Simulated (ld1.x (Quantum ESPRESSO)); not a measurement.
# tantalum (Ta): excitation energies, all-electron against PAW

* Element: tantalum
* Generator: ld1.x (Quantum ESPRESSO) 7.5
* Type: PAW
* Functional: LDA (PZ)
* Relativity: scalar-relativistic
* Frozen core: [Kr] 4d10 4f14
* Valence charge: 13
* Reference configuration: 5s2 5p6 5d3 6s2 6p0
* Partial waves: 5s (bound): rcut 1.40, rcutus 1.75 bohr; 6s (bound): rcut 1.40, rcutus 1.75 bohr; 5p (bound): rcut 2.15, rcutus 2.65 bohr; 6p (bound, empty): rcut 2.15, rcutus 2.65 bohr; 5d (bound): rcut 2.40, rcutus 2.65 bohr; 5d channel at 2.05 Ry: rcut 2.40, rcutus 2.65 bohr
* Local potential: all-electron potential smoothed inside 1.95 bohr (lloc = -1)
* Core correction: Bessel-smoothed model core inside 1.55 bohr
* Augmentation charge: BESSEL, radius 1.45 bohr

Energies are relative to the spin-unpolarised reference configuration 5s2 5p6 5d3 6s2 6p0; without spin polarisation the order of configurations can differ from experiment. Spin-polarised rows fill each open shell by Hund’s rule, majority spin first. The frozen-core shift is the all-electron ΔE with the core orbitals held at their reference shape minus the fully relaxed ΔE.

Its overlap operator is not positive definite in a basis up to 400 Ry (lowest eigenvalue s -0.01), so the file is unfit for use: the generalised eigenproblem breaks down once the basis is large enough, and its test numbers describe a broken file.

| valence configuration | charge | ΔE all-electron (eV) | error AE − PS (meV) | frozen-core shift (meV) |
| --- | --- | --- | --- | --- |
| 5s2 5p6 5d3 6s1 6p0 | +1 | 8.702 | -2.7 | +2.9 |
| 5s2 5p6 5d3 6s0 6p0 | +2 | 24.010 | -8.2 | +8.8 |
| 5s2 5p6 5d2 6s0 6p0 | +3 | 47.938 | -39 | +40 |
| 5s2 5p6 5d4 6s0 6p0 | +1 | 10.166 | -12 | +11 |
| 5s2 5p6 5d3 6s1.5 6p0 | +0.5 | 3.563 | -1.2 | +1.2 |
| 5s2 5p6 5d3 6s0 6p2 | 0 | 8.787 | -0.7 | +2.1 |
| 5s2 5p6 5d3 6s0 6p1 | +1 | 13.889 | -1.9 | +4.1 |
| 5s2 5p6 5d3 6s2 6p0 (spin-polarised) | 0 | -1.047 | -8.2 | +8.6 |
| 5s2 5p6 5d3 6s1 6p0 (spin-polarised) | +1 | 6.726 | -15 | +15 |

The ghost test of this file was not conclusive.
